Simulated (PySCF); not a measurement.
Be(SMe)(OSiH3) (CH₆BeOSSi), SMILES C[S][Be][O][SiH3]. Atoms are numbered in the order given.

```xyz
11

Be    -0.0590     0.3864    -0.1304
S     -1.5276     1.5711     0.1392
C     -2.6310     0.5121     1.1799
H     -2.9492    -0.4013     0.6427
H     -3.5297     1.1187     1.4000
H     -2.1517     0.2376     2.1386
O      1.0466    -0.4852    -0.3426
Si     2.3260    -1.5219    -0.5881
H      1.8437    -2.7861    -1.2460
H      2.9650    -1.8703     0.7286
H      3.3498    -0.8666    -1.4736
```

The structure is a stationary point at PBE-D3(BJ)/def2-SVP. The structure was generated by enumeration; whether it is a known compound was not checked. Other conformers were not sampled.

The numbers are results of C-PCM-PBE0/def2-SVP (PySCF), not measurements.

The values are the electrostatic part of the solvation free energy, E(continuum) − E(gas) at the gas-phase geometry, in a cavity of scaled van der Waals radii (PySCF's table); cavitation and dispersion terms are not included. A continuum can't describe solvent molecules that bind to the metal. In vacuum the orbital gap is 6.68 eV. The dipole moment in vacuum is 1.59 D.

**Question.** Estimate the values in water (ε = 78.36), acetonitrile (ε = 35.69), cyclohexanone (ε = 15.62). (An estimate is asked for; the answer gives what the named calculation found.)

**Answer.** 
```json
[
 {"solvent": "water", "ε": "78.36", "ΔG(elec) (kcal/mol)": "-4.8", "dipole (D)": "2.11", "gap (eV)": "6.98"},
 {"solvent": "acetonitrile", "ε": "35.69", "ΔG(elec) (kcal/mol)": "-4.7", "dipole (D)": "2.10", "gap (eV)": "6.98"},
 {"solvent": "cyclohexanone", "ε": "15.62", "ΔG(elec) (kcal/mol)": "-4.5", "dipole (D)": "2.07", "gap (eV)": "6.97"}
]
```
